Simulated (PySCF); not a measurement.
C₂H₇GaO. Atoms are numbered in the order given.

```xyz
11

Ga    -0.1257     1.0902     0.0000
H      0.7558     2.3865     0.0000
H     -1.6926     0.9391     0.0000
O      0.9374    -0.3666     0.0000
C      0.6369    -1.7460     0.0000
C     -0.8425    -2.1107     0.0000
H      1.1286    -2.2071     0.8897
H      1.1286    -2.2071    -0.8897
H     -1.3612    -1.7114     0.8967
H     -0.9675    -3.2130     0.0000
H     -1.3612    -1.7114    -0.8967
```

The structure is a stationary point at PBE-D3(BJ)/def2-SVP. The values are those of a single conformer.

All values below come from PySCF with PBE-D3(BJ)/def2-SVP.

Frequencies are harmonic and unscaled.

Computed harmonic wavenumbers and intensities:
| mode | ν (cm⁻¹) | IR (km/mol) | moving atoms (share of kinetic energy) |
|---|---|---|---|
| 1 | 65 | 4.8 | H 60 %, O 22 %, C 16 % |
| 2 | 156 | 2.8 | C 42 %, Ga 21 %, H 19 %, O 17 % |
| 3 | 197 | 2.4 | H 81 %, O 17 % |
| 4 | 307 | 0.9 | H 86 %, O 8 % |
| 5 | 402 | 1.2 | H 50 %, C 31 %, O 17 % |
| 6 | 531 | 49.9 | H 64 %, C 17 %, Ga 10 %, O 9 % |
| 7 | 570 | 68.2 | H 94 % |
| 8 | 578 | 54.4 | O 58 %, H 19 %, Ga 15 %, C 8 % |
| 9 | 703 | 133.2 | H 97 % |
| 10 | 772 | 1.0 | H 91 % |
| 11 | 889 | 13.6 | H 50 %, C 33 %, O 17 % |
| 12 | 1066 | 13.3 | C 60 %, H 37 % |
| 13 | 1119 | 1.3 | H 59 %, C 39 % |
| 14 | 1143 | 196.3 | C 48 %, O 40 %, H 12 % |
| 15 | 1258 | 0.1 | H 93 % |
| 16 | 1325 | 14.7 | H 81 %, C 18 % |
| 17 | 1357 | 46.7 | H 74 %, C 25 % |
| 18 | 1407 | 7.2 | H 97 % |
| 19 | 1414 | 0.8 | H 96 % |
| 20 | 1436 | 0.4 | H 93 % |
| 21 | 1923 | 97.5 | H 99 % |
| 22 | 1959 | 152.9 | H 98 % |
| 23 | 2917 | 87.4 | H 95 % |
| 24 | 2950 | 31.2 | H 90 %, C 10 % |
| 25 | 2963 | 12.2 | H 97 % |
| 26 | 3052 | 22.5 | H 91 %, C 9 % |
| 27 | 3058 | 26.3 | H 91 %, C 9 % |
